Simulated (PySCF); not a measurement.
PySCF input file for Ta(NH)(Cl)2(Me) (CH₄Cl₂NTa), SMILES [CH3][Ta](=[NH])([Cl])[Cl], multiplicity 1, TDA-M06-2X/def2-SVPD. The structure is a stationary point at PBE0-D3(BJ)/def2-SVP. The spin state was assumed, not searched. The structure was generated by enumeration; whether it is a known compound was not checked. The def2 effective core potentials stand for the cores of Ta; spin–orbit coupling is left out.

```python
import numpy as np
from pyscf import gto, scf, dft, tdscf

mol = gto.M(
    atom='''
    Ta    0.07745316   -0.13006136    0.00000000
    N     1.62265340   -0.95289964   -0.00000000
    H     2.54279035   -1.37769274   -0.00000000
    Cl   -0.21238836    1.00980842    1.99466830
    Cl   -0.21238836    1.00980842   -1.99466830
    C    -1.28830980   -1.76721879   -0.00000001
    H    -1.13959890   -2.40123112    0.89013967
    H    -2.32518379   -1.38524208   -0.00000001
    H    -1.13959889   -2.40123111   -0.89013967
    ''',
    basis='def2-SVPD',
    ecp={'Ta': 'def2-svp'},
    charge=0,
    spin=0,
    symmetry=True,
    max_memory=1600,
    verbose=4,
)
mf = dft.RKS(mol, xc='m06-2x').density_fit(auxbasis='def2-universal-jkfit')
mf.grids.level = 4
mf.conv_tol = 1e-9
mf.max_cycle = 100
mf.kernel()
mf.grids = dft.Grids(mol).set(level=2).build(with_non0tab=True)  # coarser grid for the response kernel
td = tdscf.TDA(mf)
td.singlet = True
td.nstates = 10
td.conv_tol = 1e-4
td.positive_eig_threshold = 1e-6
td.kernel(x0=td.get_init_guess(mf, 15))
td.analyze()
tt = tdscf.TDA(mf)
tt.singlet = False
tt.nstates = 4
tt.conv_tol = 1e-4
tt.positive_eig_threshold = 1e-6
tt.kernel(x0=tt.get_init_guess(mf, 9))
tt.analyze(verbose=3)
```

Output:

```
PySCF version 2.14.0

[INPUT] verbose = 4
[INPUT] num. atoms = 9
[INPUT] num. electrons = 64
[INPUT] charge = 0
[INPUT] spin (= nelec alpha-beta = 2S) = 0
[INPUT] symmetry True subgroup None
[INPUT] Mole.unit = angstrom
[INPUT] Symbol           X                Y                Z      unit          X                Y                Z       unit  Magmom
[INPUT]  1 Ta     0.077453160000  -0.130061360000   0.000000000000 AA    0.146365259882  -0.245780349788   0.000000000000 Bohr   0.0
[INPUT]  2 N      1.622653400000  -0.952899640000   0.000000000000 AA    3.066370521094  -1.800719343797   0.000000000000 Bohr   0.0
[INPUT]  3 H      2.542790350000  -1.377692740000   0.000000000000 AA    4.805177353687  -2.603461962402   0.000000000000 Bohr   0.0
[INPUT]  4 Cl    -0.212388360000   1.009808420000   1.994668300000 AA   -0.401355832446   1.908261352080   3.769376796352 Bohr   0.0
[INPUT]  5 Cl    -0.212388360000   1.009808420000  -1.994668300000 AA   -0.401355832446   1.908261352080  -3.769376796352 Bohr   0.0
[INPUT]  6 C     -1.288309800000  -1.767218790000  -0.000000010000 AA   -2.434552685593  -3.339559515285  -0.000000018897 Bohr   0.0
[INPUT]  7 H     -1.139598900000  -2.401231120000   0.890139670000 AA   -2.153529812856  -4.537669178583   1.682120188911 Bohr   0.0
[INPUT]  8 H     -2.325183790000  -1.385242080000  -0.000000010000 AA   -4.393960552378  -2.617728147423  -0.000000018897 Bohr   0.0
[INPUT]  9 H     -1.139598890000  -2.401231110000  -0.890139670000 AA   -2.153529793958  -4.537669159685  -1.682120188911 Bohr   0.0

nuclear repulsion = 306.892405079182
point group symmetry = Cs
symmetry origin: [ 3.20034259e-09 -4.11472634e-09 -1.06678093e-09]
symmetry axis x: [ 1.00000000e+00  5.09926653e-09 -9.95862410e-10]
symmetry axis y: [ 5.09926654e-09 -1.00000000e+00  1.83407915e-09]
symmetry axis z: [9.95862401e-10 1.83407910e-09 1.00000000e+00]
num. orbitals of irrep A' = 99
num. orbitals of irrep A" = 62
number of shells = 67
number of NR pGTOs = 250
number of NR cGTOs = 161
basis = def2-SVPD
ecp = {'Ta': 'def2-svp'}


******** <class 'pyscf.df.df_jk.DFSymAdaptedRKS'> ********
method = DFSymAdaptedRKS
initial guess = minao
damping factor = 0
level_shift factor = 0
DIIS = <class 'pyscf.scf.diis.CDIIS'>
diis_start_cycle = 1
diis_space = 8
diis_damp = 0
SCF conv_tol = 1e-09
SCF conv_tol_grad = None
SCF max_cycles = 100
direct_scf = False
XC library pyscf.dft.libxc version 7.1.2
    S. Lehtola, C. Steigemann, M. J. T. Oliveira, and M. A. L. Marques,  SoftwareX 7, 1–5 (2018)
XC functionals = m06-2x
    Y. Zhao and D. G. Truhlar,  Theor. Chem. Acc. 120, 215 (2008)
    Y. Zhao and D. G. Truhlar,  Theor. Chem. Acc. 120, 215 (2008)
radial grids:
    Treutler-Ahlrichs [JCP 102, 346 (1995); DOI:10.1063/1.469408] (M4) radial grids

becke partition: Becke, JCP 88, 2547 (1988); DOI:10.1063/1.454033
pruning grids: <function nwchem_prune>
grids dens level: 4
symmetrized grids: True
atomic radii adjust function: <function treutler_atomic_radii_adjust>
small_rho_cutoff = 0
Freeze 0 electrons in irreps []
    64 free electrons in irreps A' A"
Set gradient conv threshold to 3.16228e-05
Initial guess from minao.
tot grids = 211344
******** <class 'pyscf.df.df.DF'> ********
auxbasis = def2-universal-jkfit
init E= -1059.40535079079
HOMO (A") = -0.550631997658155  LUMO (A") = -0.387716946375742  gap/eV = 4.43314
cycle= 1 E= -1072.00252304093  delta_E= -12.6  |g|=  1.1  |ddm|= 8.58
HOMO (A') = -0.204294866297679  LUMO (A') = 0.0228804716074175  gap/eV = 6.18176
cycle= 2 E= -1071.85090095291  delta_E= 0.152  |g|= 1.27  |ddm|=  3.1
HOMO (A") = -0.323029931804145  LUMO (A") = -0.0512916074940506  gap/eV = 7.39438
cycle= 3 E= -1072.3114912817  delta_E= -0.461  |g|= 0.281  |ddm|= 2.08
HOMO (A') = -0.367035688696918  LUMO (A") = -0.0502005249048838  gap/eV = 8.62152
cycle= 4 E= -1072.32482728251  delta_E= -0.0133  |g|= 0.152  |ddm|= 0.365
HOMO (A") = -0.354417686215993  LUMO (A") = -0.0466331497933803  gap/eV = 8.37524
cycle= 5 E= -1072.32973868649  delta_E= -0.00491  |g|= 0.0257  |ddm|= 0.156
HOMO (A") = -0.354867563226799  LUMO (A") = -0.0456825627101871  gap/eV = 8.41335
cycle= 6 E= -1072.3299193295  delta_E= -0.000181  |g|= 0.00761  |ddm|= 0.059
HOMO (A") = -0.354538068210846  LUMO (A") = -0.0459485372362285  gap/eV = 8.39715
cycle= 7 E= -1072.32993548386  delta_E= -1.62e-05  |g|= 0.00249  |ddm|= 0.0102
HOMO (A") = -0.354515240421443  LUMO (A") = -0.0460372947477223  gap/eV = 8.39411
cycle= 8 E= -1072.32993762434  delta_E= -2.14e-06  |g|= 0.000868  |ddm|= 0.00464
HOMO (A") = -0.354486399182908  LUMO (A") = -0.0460789299248279  gap/eV = 8.39219
cycle= 9 E= -1072.3299380112  delta_E= -3.87e-07  |g|= 0.000174  |ddm|= 0.002
HOMO (A") = -0.354495239275709  LUMO (A") = -0.0460764139015177  gap/eV = 8.39250
cycle= 10 E= -1072.32993804066  delta_E= -2.95e-08  |g|= 4.87e-05  |ddm|= 0.000596
HOMO (A") = -0.354485530526818  LUMO (A") = -0.046068432809959  gap/eV = 8.39246
cycle= 11 E= -1072.32993804228  delta_E= -1.62e-09  |g|= 2.56e-05  |ddm|= 0.000203
HOMO (A") = -0.354488162524463  LUMO (A") = -0.0460734052541745  gap/eV = 8.39239
cycle= 12 E= -1072.32993804263  delta_E= -3.51e-10  |g|= 8.28e-06  |ddm|= 7.44e-05
HOMO (A") = -0.354488385398481  LUMO (A") = -0.0460715596814256  gap/eV = 8.39245
Extra cycle  E= -1072.32993804261  delta_E= 1.77e-11  |g|= 1.44e-05  |ddm|= 2.81e-05
converged SCF energy = -1072.32993804261
tot grids = 82736
Overwritten attributes  positive_eig_threshold  of <class 'pyscf.tdscf.rks.TDA'>


******** <class 'pyscf.tdscf.rks.TDA'> for <class 'pyscf.df.df_jk.DFSymAdaptedRKS'> ********
nstates = 10 singlet
deg_eia_thresh = 1.000e-03
wfnsym = None
conv_tol = 0.0001
eigh lindep = 1e-12
eigh level_shift = 0
eigh max_cycle = 100


Excitation energies (eV)
[4.75388718 4.86489129 5.00046624 5.27321083 5.44283513 5.90496922
 6.0428021  6.195546   6.2684615  6.47502164]

** Singlet excitation energies and oscillator strengths **
Excited State   1:   A"      4.75389 eV    260.81 nm  f=0.0008
      31 -> 33       -0.67095
      32 -> 34       -0.14413
Excited State   2:   A'      4.86489 eV    254.86 nm  f=0.0046
      32 -> 33       -0.68592
Excited State   3:   A"      5.00047 eV    247.95 nm  f=0.0018
      30 -> 33        0.36425
      32 -> 34       -0.54535
      32 -> 38       -0.14183
Excited State   4:   A"      5.27321 eV    235.12 nm  f=0.0010
      28 -> 33        0.17393
      30 -> 33        0.55741
      31 -> 33       -0.14253
      32 -> 34        0.34152
Excited State   5:   A'      5.44284 eV    227.79 nm  f=0.0088
      31 -> 34        0.65200
      32 -> 37       -0.17695
Excited State   6:   A'      5.90497 eV    209.97 nm  f=0.0287
      28 -> 34       -0.10808
      30 -> 34       -0.65157
      31 -> 35        0.11440
Excited State   7:   A"      6.04280 eV    205.18 nm  f=0.0082
      30 -> 37       -0.14290
      31 -> 37        0.34485
      31 -> 39       -0.16429
      32 -> 34        0.19140
      32 -> 35        0.41533
      32 -> 38       -0.25521
Excited State   8:   A'      6.19555 eV    200.12 nm  f=0.0087
      29 -> 33       -0.13772
      31 -> 35       -0.61135
      31 -> 36        0.10965
      31 -> 38        0.11274
      32 -> 37       -0.20046
Excited State   9:   A"      6.26846 eV    197.79 nm  f=0.0060
      30 -> 37        0.14140
      31 -> 37       -0.38246
      31 -> 39        0.17011
      32 -> 35        0.49340
Excited State  10:   A'      6.47502 eV    191.48 nm  f=0.0168
      27 -> 33       -0.26817
      28 -> 34       -0.14809
      29 -> 33        0.57788
      31 -> 38        0.10417
      32 -> 37       -0.12610

** Transition electric dipole moments (AU) **
state          X           Y           Z        Dip. S.      Osc.
  1         0.0000      0.0000      0.0845      0.0071      0.0008
  2        -0.0448      0.1920      0.0000      0.0389      0.0046
  3         0.0000     -0.0000     -0.1217      0.0148      0.0018
  4        -0.0000     -0.0000      0.0862      0.0074      0.0010
  5        -0.1144      0.2298      0.0000      0.0659      0.0088
  6        -0.3843     -0.2246     -0.0000      0.1981      0.0287
  7         0.0000     -0.0000      0.2354      0.0554      0.0082
  8        -0.1211     -0.2066     -0.0000      0.0574      0.0087
  9        -0.0000     -0.0000      0.1971      0.0389      0.0060
 10        -0.0854     -0.3139     -0.0000      0.1058      0.0168

WARN: ECP detected. Skipping calculation of transition velocity and magnetic dipole moments, which have not yet been implemented.



******** <class 'pyscf.tdscf.rks.TDA'> for <class 'pyscf.df.df_jk.DFSymAdaptedRKS'> ********
nstates = 4 triplet
deg_eia_thresh = 1.000e-03
wfnsym = None
conv_tol = 0.0001
eigh lindep = 1e-12
eigh level_shift = 0
eigh max_cycle = 100


Excitation energies (eV)
[4.42087481 4.50367305 4.69822284 4.8454343 ]

** Triplet excitation energies and oscillator strengths **
Excited State   1:   A"      4.42087 eV    280.45 nm  f=0.0000
Excited State   2:   A'      4.50367 eV    275.30 nm  f=0.0000
Excited State   3:   A'      4.69822 eV    263.90 nm  f=0.0000
Excited State   4:   A"      4.84543 eV    255.88 nm  f=0.0000
```

Self-consistency was reached.
